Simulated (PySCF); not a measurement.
Electronic structure of Sn³⁺ (tin, charge +3) at the UHF level

Configuration: [Kr] 4d10 5s1, 2S determinant. All numbers are calculated (PySCF 2.14, scalar relativity through the core potential, in aug-cc-pVTZ-PP with one added diffuse shell each of d, f type with ECP28MDF (6s5p5d3f, 67 functions)).

| Quantity | Value |
| --- | --- |
| Total energy | -211.534601 hartree |
| One-electron energy | -353.2499 hartree |
| Hartree (Coulomb) energy | 158.1915 hartree |
| Exchange energy | -16.4762 hartree |
| ⟨S²⟩ | 0.7505 |
| ⟨L²⟩ | 0.000 |
| Sum of ⟨r⟩ | 20.03 bohr |
| Sum of ⟨r²⟩ | 25.66 bohr² |

| shell | electrons | mean orbital energy (eV) | rms radius, mean of both spins (bohr) |
| --- | --- | --- | --- |
| 4s α | 1 | -188.84 | 0.879 |
| 4s β | 1 | -188.36 | 0.879 |
| 4p α | 3 | -139.40 | 0.952 |
| 4p β | 3 | -139.21 | 0.952 |
| 4d α | 5 | -64.877 | 1.16 |
| 4d β | 5 | -64.599 | 1.16 |
| 5s α | 1 | -39.467 | 2.30 |

Energies and moments cover only the electrons outside the core potential.
